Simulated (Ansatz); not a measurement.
HCl, charge +1, doublet, at a GFN2-xTB geometry (a state made from the parent by changing its charge; the spin is typed, not shown lowest); CCSD(T)/pcseg-1 run with Ansatz (a first-principles code).

Input for Ansatz:
Ansatz 0.2 input:
```yaml
crystal:
  periodic: [false, false, false]
  atoms:
    - {symbol: Cl, position_ang: [-0.00000000, -0.00000000, -0.07393369]}
    - {symbol: H, position_ang: [0.00000000, 0.00000000, 1.25687273]}
basis:
  gaussian:
    orbitals: pcseg-1.json
total_charge: 1
magnetization: {spin_polarized: true, initial_magnetization: 1}
correlation: {method: ccsd_t, electrons: all}
```
The basis file holds pcseg-1 in the JSON format of the Basis Set Exchange.

Task: Predict the main parts of the log of this Ansatz run.

Result: 
```
Functional definition: HF
218 factors; integrals over basis functions are off by at most 1.8e-3 eV
mean field evaluation 1: about -12506.5319 eV, gradient 8.5e0 eV
mean field evaluation 2: about -12506.5656 eV, gradient 8.5e0 eV
mean field evaluation 4: about -12507.0554 eV, gradient 7.3e-1 eV
mean field evaluation 8: about -12507.0627 eV, gradient 7.7e-4 eV
mean field evaluation 16: about -12507.0626 eV, gradient 6.4e-2 eV
mean field evaluation 32: about -12507.0627 eV, gradient 7.1e-6 eV
mean field -12507.06266919 eV, -459.6260755011 hartree, gradient 7.1e-6 eV, S^2 0.758095; 2 other end points of the search recorded, 0 dependent functions left out
reference -12507.06266919 eV, -459.6260755011 hartree; 9, 8 occupied and 14, 15 virtual orbitals, 218 factors
second order -3.19521325 eV of doubles, -0.00000000 eV of singles
cycle   1  -3.60180351 eV  change   -4.1e-1 eV  update   3.8e-2
cycle   2  -3.72583514 eV  change   -1.2e-1 eV  update   1.3e-2
cycle   3  -3.73379040 eV  change   -8.0e-3 eV  update   3.2e-3
cycle   4  -3.73424060 eV  change   -4.5e-4 eV  update   9.5e-4
cycle   5  -3.73424745 eV  change   -6.8e-6 eV  update   4.2e-4
cycle   6  -3.73426783 eV  change   -2.0e-5 eV  update   1.4e-4
cycle   7  -3.73428922 eV  change   -2.1e-5 eV  update   3.8e-5
cycle   8  -3.73428518 eV  change    4.0e-6 eV  update   1.2e-5
perturbative correction -0.05953761 eV, -0.0021879669 hartree
Total energy: -12510.85649198 eV, -459.7654959171 hartree
```
